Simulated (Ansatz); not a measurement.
Mulliken charges of B₂FH₂NO (`OB1NB1F`) from r2SCAN/def2-TZVPP in Ansatz (PBE0-D4/def2-TZVP geometry).

```tsv
atom	x (Å)	y (Å)	z (Å)	charge (e)
O1	-1.277	0.176	1.308	-0.317
B2	-0.379	0.150	0.304	0.011
N3	0.632	-0.768	-0.095	-0.168
B4	0.587	0.340	-0.954	0.386
F5	1.250	0.724	-2.025	-0.301
H6	-1.829	0.960	1.293	0.237
H7	1.077	-1.650	0.123	0.152
```

Q: By hand: the dipole of these point charges (1 e Å = 4.8032 D).

A: Σ q r = (-0.125, -0.035, 0.171) e Å, of length 0.215 e Å = 1.03 D.

Q: How does the dipole of the full density compare? (Best estimate.)

A: Computed: (-0.107, -0.095, 0.200) e Å, 1.18 D; the point charges give 0.87 times that, at 15° from its direction.

Point charges leave out the atoms' own dipoles, such as those of lone pairs, and Mulliken's split depends on the basis, so the close match here is no proof of good charges.
